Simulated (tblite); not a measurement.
Species: C2H4Cl2NSi2 (doublet state).
Structure used (GFN2-xTB), in Å, numbered top down from 1:
```xyz
11
C2H4Cl2NSi2 angstrom
N     -2.0165   -0.8114    0.3716
Si    -0.7839   -0.0226   -0.5380
C      0.9171   -0.7678   -0.1611
C      1.6557    0.2070    0.3682
Cl     3.3049    0.0582    0.8494
Si     0.4541    1.7139    0.4842
Cl     1.2747    3.2135   -0.6643
H     -2.9796   -0.5607    0.2272
H     -1.8570   -1.0359    1.3394
H     -1.2350   -0.2316   -1.9189
H      1.2710   -1.7601   -0.3836
```

Method: GFN2-xTB as coded in tblite; computed harmonic values from a numerical Hessian at the method's own geometry, unscaled. The method is semi-empirical: single wavenumbers can be off by several per cent or more. Modes of hydrogen on silicon can be 10 to 20 % off. One conformer, not necessarily the lowest. Open shells enter through the occupations alone, without spin polarisation, and single modes of such species can be off by tens of per cent.

Harmonic wavenumbers (cm⁻¹): 71.6, 84.1, 88.6, 118.3, 210.4, 217.2, 252.7, 317.3, 349.3, 377.2, 444.8, 500.8, 502.1, 537.8, 664.1, 740.5, 797.3, 813.5, 855.4, 910.9, 1150.9, 1517.0, 1546.5, 2180.0, 3090.8, 3487.5, 3525.0.

A = 1352, B = 974.9, C = 614.0 MHz; mass 167.926 u (most abundant isotopes); point group C1, symmetry number 1; spin multiplicity 2.

What is the zero-point energy?

½Σν̃ = 12676 cm⁻¹ = 151.64 kJ/mol.

Entropy at 273.15 K, 1 bar (ideal gas, RRHO, classical rotation)?

Translation 170.93, rotation 125.95, vibration 107.74, spin (R ln 2) 5.76: S = 410.4 J/(mol K).

And Cp and H(273.15 K) − H(0)?

Cp = 141.35 J/(mol K), of which vibrations give 108.09 (their classical limit is 27 R = 224.5); H(273.15 K) − H(0) = 24.95 kJ/mol without the zero-point energy, 15.87 from vibrations.

How do the functions run with temperature in this model?

| T (K) | S (J/(mol K)) | Cp (J/(mol K)) | H − H(0) (kJ/mol) | G − H(0) (kJ/mol) | ln q(vib) |
| --- | --- | --- | --- | --- | --- |
| 50 | 256.6 | 54.6 | 2.04 | -10.79 | 0.35 |
| 100 | 302.1 | 79.0 | 5.39 | -24.82 | 1.47 |
| 298.15 | 423.0 | 147.7 | 28.57 | -97.57 | 6.61 |
| 373.15 | 458.0 | 163.6 | 40.27 | -130.63 | 8.46 |
| 500 | 508.7 | 182.6 | 62.31 | -192.04 | 11.38 |
| 750 | 587.4 | 205.1 | 111.05 | -329.53 | 16.40 |
| 1000 | 648.5 | 218.7 | 164.15 | -484.30 | 20.66 |

q(vib) and H(0) count from the zero-point level.

Blend soft modes into free rotors: weight 1/[1 + (100 cm⁻¹/ν̃)⁴] for the oscillator and the rest for a rotor with moment μB/(μ + B), μ = h/(8π²ν), B = 10⁻⁴⁴ kg m². What vibrational entropy results?

101.08 J/(mol K) in place of 107.74, which changes −T·S at 273.15 K by +1.82 kJ/mol.

Which modes carry the vibrational entropy at 273.15 K?

71.6 cm⁻¹: 16.47; 84.1 cm⁻¹: 15.15; 88.6 cm⁻¹: 14.73; 118.3 cm⁻¹: 12.38; 210.4 cm⁻¹: 7.87; 217.2 cm⁻¹: 7.63 J/(mol K); the other 21 give 33.51 together.

Hindered rotation and anharmonicity are outside this model. Other conformers, if any are populated, would add a mixing term that is left out. The structure is chiral; the term R ln 2 for an equal mix with its mirror image is left out.

Hardware: one thread, Arm Neoverse V2 (aarch64) (shared host). Cost: 0.41 s. The figure is for the frequency step alone.
